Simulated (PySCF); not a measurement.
An EPR job on `[CH2]OC1=C(F)CC(=O)N1` [radical].

Computed with UKS B3LYP, pcH-1 on C F H N O, non-relativistic, mean-field spin-orbit, GIAO (PySCF 2.14.0). Geometry: GFN2-xTB. The command runs a driver script over a list of jobs; the input below is this job's line of settings and its coordinates in Å.

Command:
```bash
OMP_NUM_THREADS=1 python probes_run.py task.json out
```

Input:
```
{"job": {"kind": "epr", "basis": "pcH-1"}, "charge": 0, "multiplicity": 2}
C      2.718292    -0.295438     0.279327
O      1.555206    -0.335546     0.957590
C      0.384256    -0.110374     0.371480
C     -0.027504     0.191289    -0.882639
F      0.738088     0.359888    -1.980539
C     -1.511770     0.322419    -0.929200
C     -1.910478     0.051656     0.515524
O     -3.012612     0.043229     0.996854
N     -0.747376    -0.190343     1.193328
H      3.580619    -0.486031     0.881300
H      2.758902    -0.059906    -0.763507
H     -1.985396    -0.400932    -1.597619
H     -1.846888     1.314710    -1.240504
H     -0.694018    -0.405093     2.176440
```

Task: What does the run print?

Result: 
```
UKS, coarse grid
  cycle   1  E = -498.31454865  |g| = 7.43e-01
  cycle   2  E = -497.51519544  |g| = 1.61e+00
  cycle   3  E = -498.49750581  |g| = 2.03e-01
  cycle   4  E = -498.51103532  |g| = 9.75e-02
  cycle   5  E = -498.51398574  |g| = 2.56e-02
  cycle   6  E = -498.51423325  |g| = 9.42e-03
  cycle   7  E = -498.51426624  |g| = 3.95e-03
  cycle   8  E = -498.51427419  |g| = 1.42e-03
  cycle   9  E = -498.51427538  |g| = 6.87e-04
UKS, final grid
  cycle   1  E = -498.51426371  |g| = 1.02e-03
  cycle   2  E = -498.51426295  |g| = 1.78e-03
  cycle   3  E = -498.51426405  |g| = 2.67e-04
  cycle   4  E = -498.51426408  |g| = 4.15e-05
  cycle   5  E = -498.51426408  |g| = 2.61e-05
E = -498.51426408 Eh   <S^2> = 0.7554 (exact 0.7500)
g shifts (ppm)      1          2          3
  rmc          -180       -180       -180
  gc             -4         46         36
  oz_so         -16        964       1951
  total        -200        830       1806
hyperfine (MHz)  atom isotope    a_iso     a_fc   dipolar eigenvalues
    0   13C      84.63      84.63    -79.68    -77.12    156.80
    1   17O     -14.47     -14.47    -50.34     24.01     26.33
    2   13C     -10.38     -10.38     -8.29      2.18      6.11
    3   13C      10.77      10.77     -9.68     -7.50     17.18
    4   19F      16.58      16.58    -34.91    -24.73     59.65
    5   13C      -3.94      -3.94     -0.37     -0.13      0.50
    6   13C      -0.27      -0.27     -0.59      0.01      0.59
    7   17O       0.30       0.30     -0.64     -0.38      1.02
    8   14N      -0.26      -0.26     -0.25      0.00      0.25
    9    1H     -64.38     -64.38    -37.46     -0.27     37.73
   10    1H     -65.83     -65.83    -37.25      0.22     37.03
   11    1H      13.55      13.55     -1.01     -0.86      1.86
   12    1H      13.41      13.41     -1.00     -0.86      1.86
   13    1H       0.03       0.03     -1.59     -1.46      3.05
```

rmc, gc and oz_so are the mass-correction, gauge-correction and orbital-Zeeman/spin–orbit parts of the g shift along its three principal axes; a_iso is the isotropic hyperfine coupling and a_fc its Fermi-contact part. Atoms in this output count from 0.

Task: How far is ⟨S²⟩ from the pure-spin value?

Result: S = 0.5 gives S(S+1) = 0.75; the run has 0.7554, 0.0054 more.

Task: Get g_iso from the total shifts.

Result: Their mean is 812 ppm; added to g_e = 2.002319 it gives 2.00313.

Summary of the converged run: ⟨S²⟩ 0.755; g_iso 2.0031.

The structure is a single GFN2-xTB conformer in the gas phase; no vibrational or solvent corrections.

Hardware: an Arm Neoverse V2 with one thread, shared host. Cost: 70 s of wall time (grids of density and orbitals included), 1.0 GiB resident at most.
Labels such as C1 count atoms from 1, the log's own numbers from 0.
